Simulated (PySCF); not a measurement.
**A search over the determinants of CdSi**

Unrestricted PBE0; PySCF, scalar-relativistic core potentials, basis sets Cd def2-SVPD with ECP28, Si def2-SVPD. Outer shells of the fragments: Cd 4d10 5s2; Si 3s2 3p2.

Followed along the bond (rough minima from three points):

```tsv
2Ms+1	unpaired	⟨S²⟩ at the start	R at minimum (Å)	Te (eV)
3	π ↑↑	2.02	2.58	0.00
1	π ↑↓	1.01	2.58	0.27
3	σ ↑, π ↑	2.01	2.97	0.63
1	σ ↓, π ↑	1.02	2.85	0.80
1	none	0.00	2.54	1.14
```

Solutions found at the starting distance of 2.515 Å, counted from the lowest of them; the search is not exhaustive and high or unbound solutions are not listed, so other states can lie among these:

```tsv
2Ms+1	unpaired	term	E (eV)	⟨S²⟩	⟨Lz²⟩	μ (D)
3	π ↑↑	³Σ⁻	0.00	2.02	0.00	-2.62
1	π ↑↓	mixed	0.27	1.01	2.02	-2.59
3	σ ↑, π ↑	³Π	0.83	2.01	1.01	0.41
1	σ ↓, π ↑	mixed	0.96	1.02	1.01	0.36
1	none	mixed	1.13	0.00	2.00	-2.31
3	σ ↑↑, π ↑↓	mixed	2.47	3.01	2.02	-1.69
1	σ ↓↓, π ↑↑	mixed	2.59	2.02	0.00	-1.93
3	σ ↑, π ↑	³Π	3.21	2.01	1.03	-3.75
3	π ↑↑	mixed	3.39	2.02	2.01	1.13
1	σ ↓, π ↑	mixed	3.41	1.07	1.01	-3.58
```

A term symbol is given only where ⟨S²⟩ and ⟨Lz²⟩ are close to those of a pure state; real π, δ and φ orbitals otherwise mix terms. A positive dipole means Cd(−)Si(+).

Spin–orbit coupling is left out. Counting both spins, an empty level lies below a filled one in some of these solutions, because spin and occupation are held.
